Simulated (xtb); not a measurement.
xtb input file for Al(Br)3 cation (AlBr3), SMILES [Br][Al]([Br])[Br] (connectivity only; charge and spin as stated), charge +1, multiplicity 2, GFN2-xTB. 

```
$ xtb mol.xyz --gfn 2 --sp --chrg 1 --uhf 1 --json
$ cat mol.xyz
4

Al     0.00000000     0.00000000     0.00000000
Br    -2.26546235     0.00000000    -0.00000000
Br     1.13273117     1.96194795     0.00000000
Br     1.13273118    -1.96194795     0.00000000
```

Log of the run:

```
[banner left out]
          |                Calculation Setup                |
           -------------------------------------------------



           -------------------------------------------------
          |                 G F N 2 - x T B                 |
           -------------------------------------------------

        Reference                      10.1021/acs.jctc.8b01176
      * Hamiltonian:
        H0-scaling (s, p, d)           1.850000    2.230000    2.230000
        zeta-weighting                 0.500000
      * Dispersion:
        s8                             2.700000
        a1                             0.520000
        a2                             5.000000
        s9                             5.000000
      * Repulsion:
        kExp                           1.500000    1.000000
        rExp                           1.000000
      * Coulomb:
        alpha                          2.000000
        third order                    shell-resolved
        anisotropic                    true
        a3                             3.000000
        a5                             4.000000
        cn-shift                       1.200000
        cn-exp                         4.000000
        max-rad                        5.000000


          ...................................................
          :                      SETUP                      :
          :.................................................:
          :  # basis functions                  40          :
          :  # atomic orbitals                  36          :
          :  # shells                           12          :
          :  # electrons                        23          :
          :  max. iterations                   250          :
          :  Hamiltonian                  GFN2-xTB          :
          :  restarted?                      false          :
          :  GBSA solvation                  false          :
          :  PC potential                    false          :
          :  electronic temp.          300.0000000     K    :
          :  accuracy                    1.0000000          :
          :  -> integral cutoff          0.2500000E+02      :
          :  -> integral neglect         0.1000000E-07      :
          :  -> SCF convergence          0.1000000E-05 Eh   :
          :  -> wf. convergence          0.1000000E-03 e    :
          :  Broyden damping             0.4000000          :
          :  net charge                          1          :
          :  unpaired electrons                  1          :
          ...................................................

 iter      E             dE          RMSdq      gap      omega  full diag
   1    -12.8818342 -0.128818E+02  0.225E+01    5.33       0.0  T
   2    -12.9600707 -0.782365E-01  0.178E+01    3.97       1.0  T
   3    -12.8766468  0.834239E-01  0.119E+01    5.55       1.0  T
   4    -12.9837880 -0.107141E+00  0.455E+00    4.20       1.0  T
   5    -12.9870125 -0.322446E-02  0.259E+00    4.32       1.0  T
   6    -12.9878221 -0.809631E-03  0.655E-01    4.40       1.0  T
   7    -12.9874121  0.410008E-03  0.899E-01    4.51       1.0  T
   8    -12.9878817 -0.469572E-03  0.256E-01    4.42       1.0  T
   9    -12.9878760  0.569316E-05  0.245E-01    4.46       1.0  T
  10    -12.9879081 -0.321589E-04  0.210E-01    4.46       1.0  T
  11    -12.9879127 -0.455456E-05  0.811E-02    4.43       1.0  T
  12    -12.9879202 -0.755018E-05  0.415E-02    4.44       1.2  T
  13    -12.9879216 -0.139539E-05  0.362E-02    4.44       1.4  T
  14    -12.9879245 -0.283806E-05  0.269E-02    4.44       1.9  T
  15    -12.9879254 -0.983690E-06  0.205E-03    4.44      24.4  T
  16    -12.9879254 -0.277267E-08  0.351E-04    4.44     142.3  T
  17    -12.9879254  0.932694E-10  0.265E-04    4.44     189.0  T

   *** convergence criteria satisfied after 17 iterations ***

         #    Occupation            Energy/Eh            Energy/eV
      -------------------------------------------------------------
         1        2.0000           -1.0543426             -28.6901
       ...           ...                  ...                  ...
         6        2.0000           -0.6879510             -18.7201
         7        2.0000           -0.6783367             -18.4585
         8        2.0000           -0.6783367             -18.4585
         9        1.9996           -0.6756465             -18.3853
        10        1.9996           -0.6756465             -18.3853
        11        1.8166           -0.6697164             -18.2239
        12        1.1843           -0.6668848             -18.1469 (HOMO)
        13                         -0.5036200             -13.7042 (LUMO)
        14                         -0.4224415             -11.4952
        15                         -0.3437772              -9.3547
        16                         -0.3437772              -9.3547
        17                         -0.3191750              -8.6852
       ...                                ...                  ...
        36                          1.6863880              45.8890
      -------------------------------------------------------------
                  HL-Gap            0.1632647 Eh            4.4427 eV
             Fermi-level           -0.6267750 Eh          -17.0554 eV

 SCC (total)                   0 d,  0 h,  0 min,  0.014 sec
 SCC setup                      ...        0 min,  0.000 sec (  0.831%)
 Dispersion                     ...        0 min,  0.000 sec (  0.197%)
 classical contributions        ...        0 min,  0.000 sec (  0.122%)
 integral evaluation            ...        0 min,  0.002 sec ( 16.200%)
 iterations                     ...        0 min,  0.007 sec ( 52.938%)
 molecular gradient             ...        0 min,  0.004 sec ( 28.279%)
 printout                       ...        0 min,  0.000 sec (  1.189%)

         :::::::::::::::::::::::::::::::::::::::::::::::::::::
         ::                     SUMMARY                     ::
         :::::::::::::::::::::::::::::::::::::::::::::::::::::
         :: total energy             -12.955308883745 Eh    ::
         :: gradient norm              0.000120743847 Eh/a0 ::
         :: HOMO-LUMO gap              4.442659571508 eV    ::
         ::.................................................::
         :: SCC energy               -12.987923957909 Eh    ::
         :: -> isotropic ES            0.141662310429 Eh    ::
         :: -> anisotropic ES          0.003653545784 Eh    ::
         :: -> anisotropic XC         -0.005431323356 Eh    ::
         :: -> dispersion             -0.003939849679 Eh    ::
         :: repulsion energy           0.032615074164 Eh    ::
         :: add. restraining           0.000000000000 Eh    ::
         :: total charge               1.000000000000 e     ::
         :::::::::::::::::::::::::::::::::::::::::::::::::::::

           -------------------------------------------------
          |                Property Printout                |
           -------------------------------------------------

    * Orbital Energies and Occupations

         #    Occupation            Energy/Eh            Energy/eV
      -------------------------------------------------------------
         1        2.0000           -1.0543426             -28.6901
         2        2.0000           -1.0543426             -28.6901
         3        2.0000           -1.0471170             -28.4935
         4        2.0000           -0.7536209             -20.5071
         5        2.0000           -0.6879511             -18.7201
         6        2.0000           -0.6879510             -18.7201
         7        2.0000           -0.6783367             -18.4585
Note: The following floating-point exceptions are signalling: IEEE_DENORMAL
normal termination of xtb
         8        2.0000           -0.6783367             -18.4585
         9        1.9996           -0.6756465             -18.3853
        10        1.9996           -0.6756465             -18.3853
        11        1.8166           -0.6697164             -18.2239
        12        1.1843           -0.6668848             -18.1469 (HOMO)
        13                         -0.5036200             -13.7042 (LUMO)
        14                         -0.4224415             -11.4952
        15                         -0.3437772              -9.3547
        16                         -0.3437772              -9.3547
        17                         -0.3191750              -8.6852
        18                         -0.3191750              -8.6852
        19                         -0.2310444              -6.2870
        20                         -0.2277992              -6.1987
        21                         -0.2277992              -6.1987
        22                         -0.2042956              -5.5592
        23                         -0.2038651              -5.5475
       ...                                ...                  ...
        36                          1.6863880              45.8890
      -------------------------------------------------------------
                  HL-Gap            0.1632647 Eh            4.4427 eV
             Fermi-level           -0.6267750 Eh          -17.0554 eV

     #   Z          covCN         q      C6AA      α(0)
     1  13 Al       2.377     0.484    98.673    20.837
     2  35 Br       0.794     0.172   179.959    21.628
     3  35 Br       0.794     0.172   179.959    21.628
     4  35 Br       0.794     0.172   179.959    21.628

 Mol. C6AA /au·bohr⁶  :       2486.662701
 Mol. C8AA /au·bohr⁸  :     171677.904841
 Mol. α(0) /au        :         85.720926


Wiberg/Mayer (AO) data.
largest (>0.10) Wiberg bond orders for each atom

 ---------------------------------------------------------------------------
     #   Z sym  total        # sym  WBO       # sym  WBO       # sym  WBO
 ---------------------------------------------------------------------------
     1  13 Al   3.795 --     2 Br   1.265     3 Br   1.265     4 Br   1.265
     2  35 Br   1.614 --     1 Al   1.265     4 Br   0.174     3 Br   0.174
     3  35 Br   1.614 --     1 Al   1.265     4 Br   0.174     2 Br   0.174
     4  35 Br   1.614 --     1 Al   1.265     3 Br   0.174     2 Br   0.174
 ---------------------------------------------------------------------------

Topologies differ in total number of bonds
Writing topology from bond orders to xtbtopo.mol

molecular dipole:
                 x           y           z       tot (Debye)
 q only:        0.000      -0.000       0.000
   full:        0.000      -0.000       0.000       0.000
molecular quadrupole (traceless):
                xx          xy          yy          xz          yz          zz
 q only:        2.364      -0.000       2.364       0.000       0.000      -4.728
  q+dip:        0.646       0.000       0.646       0.000      -0.000      -1.292
   full:       -0.891       0.000      -0.891       0.000      -0.000       1.782


           -------------------------------------------------
          | TOTAL ENERGY              -12.955308883745 Eh   |
          | GRADIENT NORM               0.000120743847 Eh/α |
          | HOMO-LUMO GAP               4.442659571508 eV   |
           -------------------------------------------------

------------------------------------------------------------------------
------------------------------------------------------------------------
 total:
 SCF:
```

The run converged.
